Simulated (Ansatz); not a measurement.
The inner images of a band of CH₈AlBGe (12 atoms, charge 0, multiplicity 1) are given out of order.

The calculation used Ansatz 0.2.0, RKS PBE0/def2-SVP.

First end point:

```xyz
12
Properties=species:S:1:pos:R:3
C -0.548 1.751 -0.492
Ge -0.025 0.732 1.102
B 0.591 -1.212 0.763
Al 0.424 -2.272 -1.053
H 0.297 1.835 -1.192
H -0.869 2.766 -0.217
H -1.383 1.254 -1.009
H -1.246 0.651 2.056
H 1.071 1.522 1.860
H 1.058 -1.738 1.754
H -0.896 -3.100 -1.407
H 1.603 -2.243 -2.132
```

Last end point:

```xyz
12
Properties=species:S:1:pos:R:3
C -0.595 2.272 -0.122
Ge -0.154 0.553 0.717
B 0.737 -0.825 -0.540
Al 0.470 -2.913 -0.402
H 0.299 2.702 -0.595
H -0.973 2.978 0.631
H -1.368 2.137 -0.892
H -1.412 0.012 1.440
H 0.903 0.799 1.828
H 1.482 -0.326 -1.360
H -0.669 -3.640 -1.255
H 1.356 -3.804 0.584
```

**Question.** Put them in order from the first end to the last, with their energies above the first end.
A.
```xyz
12
Properties=species:S:1:pos:R:3
C -0.666 1.885 -0.334
Ge 0.011 0.637 1.036
B 1.110 -0.796 0.024
Al 0.285 -2.610 -0.666
H 0.164 2.313 -0.913
H -1.216 2.701 0.156
H -1.347 1.364 -1.022
H -1.211 0.065 1.795
H 0.850 1.433 2.063
H 2.246 -0.451 -0.230
H -0.607 -2.609 -1.995
H 0.457 -3.987 0.121
```
B.
```xyz
12
Properties=species:S:1:pos:R:3
C -0.600 1.754 -0.461
Ge 0.017 0.721 1.093
B 1.037 -0.996 0.582
Al 0.281 -2.332 -0.941
H 0.256 2.179 -1.006
H -1.245 2.581 -0.132
H -1.172 1.112 -1.146
H -1.245 0.212 1.847
H 0.756 1.671 2.064
H 2.043 -1.273 1.200
H -1.047 -1.975 -1.755
H 0.997 -3.711 -1.311
```
C.
```xyz
12
Properties=species:S:1:pos:R:3
C -0.546 1.797 -0.482
Ge 0.028 0.737 1.064
B 0.843 -1.113 0.681
Al 0.353 -2.313 -1.003
H 0.324 2.184 -1.033
H -1.155 2.652 -0.155
H -1.150 1.182 -1.166
H -1.250 0.295 1.840
H 0.835 1.634 2.029
H 1.505 -1.566 1.592
H -1.173 -2.525 -1.428
H 1.464 -3.021 -1.905
```
D.
```xyz
12
Properties=species:S:1:pos:R:3
C -0.602 1.736 -0.413
Ge -0.022 0.675 1.149
B 1.093 -0.878 0.368
Al 0.243 -2.416 -0.828
H 0.263 2.134 -0.963
H -1.218 2.580 -0.073
H -1.198 1.115 -1.096
H -1.301 0.187 1.871
H 0.731 1.606 2.127
H 2.296 -0.798 0.512
H -0.758 -2.032 -2.015
H 0.548 -3.966 -0.604
```
E.
```xyz
12
Properties=species:S:1:pos:R:3
C -0.652 2.100 -0.237
Ge -0.034 0.600 0.876
B 0.954 -0.803 -0.281
Al 0.349 -2.808 -0.516
H 0.198 2.567 -0.754
H -1.145 2.855 0.393
H -1.373 1.750 -0.990
H -1.253 0.036 1.646
H 0.949 1.146 1.942
H 1.922 -0.339 -0.850
H -0.712 -3.196 -1.647
H 0.874 -3.963 0.454
```

**Answer.** C (+0.077 eV), B (+0.209 eV), D (+0.094 eV), A (+0.016 eV), E (+0.004 eV).

Run time: 3.8 min on 2 threads of Arm Neoverse V1, on a shared host, peak memory 0.29 GiB.
